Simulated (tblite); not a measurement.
Compound: C6H13FOSi2.
Geometry (GFN2-xTB, Å), atoms numbered from 1 in this order:
```xyz
23
C6H13FOSi2 angstrom
C     -0.6763    2.5596    0.4784
C     -0.8270    1.2512    0.5947
C     -1.0107    0.3217   -0.5504
C     -1.8972   -0.8723   -0.1930
F     -2.4184   -1.3953   -1.3685
C     -1.0708   -1.9545    0.4944
C      0.2005   -2.2013   -0.3255
Si     0.6484   -0.5070   -1.0659
O      1.9281    0.1640   -0.3427
Si     2.8140    1.2588    0.4717
H     -0.7179    3.0476   -0.4812
H     -0.5120    3.1944    1.3317
H     -0.7759    0.7895    1.5724
H     -1.4707    0.8569   -1.3829
H     -2.7702   -0.5802    0.4058
H     -0.8145   -1.5990    1.4934
H     -1.6649   -2.8643    0.5980
H     -0.0193   -2.9096   -1.1228
H      0.9776   -2.6452    0.2932
H      0.9123   -0.4630   -2.5000
H      4.1762    0.7437    0.3579
H      2.6443    2.5532   -0.1819
H      2.3396    1.2779    1.8541
```

Computed with GFN2-xTB (tblite): harmonic, unscaled wavenumbers at the GFN2-xTB geometry, gas phase. Errors from tens to a few hundred cm⁻¹ against measured bands are possible. Modes of hydrogen on silicon can be 10 to 20 % off. One conformer, not necessarily the lowest.

Harmonic wavenumbers (cm⁻¹): 27.4, 52.3, 57.4, 69.9, 93.5, 126.0, 159.2, 186.2, 202.7, 245.2, 333.8, 382.9, 434.0, 473.2, 547.2, 577.0, 596.2, 602.1, 615.1, 647.8, 670.8, 723.5, 761.0, 769.4, 772.4, 806.7, 821.9, 874.8, 881.5, 919.3, 969.8, 995.1, 1015.2, 1032.1, 1090.1, 1099.0, 1117.8, 1139.5, 1152.8, 1193.4, 1243.0, 1270.8, 1277.0, 1303.3, 1318.7, 1320.5, 1416.1, 1468.0, 1481.8, 1699.6, 2255.6, 2267.9, 2285.4, 2300.5, 2899.5, 2973.3, 2979.5, 2992.1, 3005.7, 3017.3, 3049.7, 3102.7, 3129.5.

A = 1530, B = 688.9, C = 551.2 MHz; mass 176.049 u (most abundant isotopes); point group C1, symmetry number 1.

Question: What is the zero-point energy?

Answer: Half the sum of the wavenumbers: 37646 cm⁻¹ = 107.64 kcal/mol.

Question: Give the ideal-gas entropy at 400 K and 1 bar in the rigid-rotor, harmonic-oscillator model (classical rotation).

Answer: Translation 42.89, rotation 31.57, vibration 58.61: S = 133.1 cal/(mol K).

Question: And Cp and H(400 K) − H(0)?

Answer: Cp = 62.94 cal/(mol K), of which vibrations give 55.00 (their classical limit is 63 R = 125.2); H(400 K) − H(0) = 14.67 kcal/mol without the zero-point energy, 11.49 from vibrations.

Question: What must be added to the electronic energy to get the Gibbs energy at 400 K and 1 bar?

Answer: ZPE + [H(400 K) − H(0)] − T·S = 107.64 + 14.67 − 53.23 = 69.08 kcal/mol.

Question: Which modes carry the vibrational entropy at 400 K?

Answer: 27.4 cm⁻¹: 6.59; 52.3 cm⁻¹: 5.31; 57.4 cm⁻¹: 5.13; 69.9 cm⁻¹: 4.74; 93.5 cm⁻¹: 4.16; 126.0 cm⁻¹: 3.58 cal/(mol K); the other 57 give 29.11 together.

Question: Blend soft modes into free rotors: weight 1/[1 + (100 cm⁻¹/ν̃)⁴] for the oscillator and the rest for a rotor with moment μB/(μ + B), μ = h/(8π²ν), B = 10⁻⁴⁴ kg m². What vibrational entropy results?

Answer: 51.96 cal/(mol K) in place of 58.61, which changes −T·S at 400 K by +2.66 kcal/mol.

Question: How do the functions run with temperature in this model?

Answer: 
```json
{"T (K)": "100", "S (cal/(mol K))": "79.2", "Cp (cal/(mol K))": "24.1", "H − H(0) (kcal/mol)": "1.66", "G − H(0) (kcal/mol)": "-6.25", "ln q(vib)": "3.55"}
{"T (K)": "200", "S (cal/(mol K))": "99.5", "Cp (cal/(mol K))": "36.3", "H − H(0) (kcal/mol)": "4.66", "G − H(0) (kcal/mol)": "-15.23", "ln q(vib)": "7.63"}
{"T (K)": "300", "S (cal/(mol K))": "116.8", "Cp (cal/(mol K))": "50.2", "H − H(0) (kcal/mol)": "8.99", "G − H(0) (kcal/mol)": "-26.06", "ln q(vib)": "11.39"}
{"T (K)": "500", "S (cal/(mol K))": "148.3", "Cp (cal/(mol K))": "73.4", "H − H(0) (kcal/mol)": "21.50", "G − H(0) (kcal/mol)": "-52.64", "ln q(vib)": "18.61"}
{"T (K)": "800", "S (cal/(mol K))": "187.8", "Cp (cal/(mol K))": "94.4", "H − H(0) (kcal/mol)": "46.97", "G − H(0) (kcal/mol)": "-103.27", "ln q(vib)": "28.71"}
{"T (K)": "1000", "S (cal/(mol K))": "209.9", "Cp (cal/(mol K))": "103.2", "H − H(0) (kcal/mol)": "66.78", "G − H(0) (kcal/mol)": "-143.08", "ln q(vib)": "34.87"}
```

q(vib) and H(0) count from the zero-point level.

Hindered rotation and anharmonicity are outside this model. Other conformers, if any are populated, would add a mixing term that is left out. The structure is chiral; the term R ln 2 for an equal mix with its mirror image is left out.

Hardware: Arm Neoverse N1, one thread, no GPU, shared host. Cost: 2.4 s wall. The figure is for the frequency step alone.
